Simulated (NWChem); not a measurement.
System: GeHI, singlet; SMILES [GeH][I]

NWChem input:

```
start job
memory heap 200 mb stack 900 mb global 1100 mb
geometry units angstroms noautosym nocenter noautoz
  Ge     0.009320    -1.574646     0.000000
  H     -1.587125    -1.658784     0.000000
  I      0.003659     0.975864     0.000000
end
basis spherical
  Ge library def2-svpd
  H library def2-svpd
  I library def2-svpd
end
ecp
  I library def2-ecp
end
dft
  xc xpbe96 cpbe96
  iterations 150
end
property
  response 1 0.0
end
task dft property
```

Low-valent species are run as closed-shell singlets; no triplet was tried in these runs. Geometry: optimised at PBE0/def2-SVP. def2 effective core potentials on I; no spin-orbit coupling.

Static field.

Q: What results follow from this input? (PBE/def2-SVPD with def2 effective core potentials on I.) Quantities: isotropic polarisability (bohr³); anisotropy (bohr³).

A: 
```yaml
isotropic polarisability (bohr³): 74.9
anisotropy (bohr³): 44.6
```
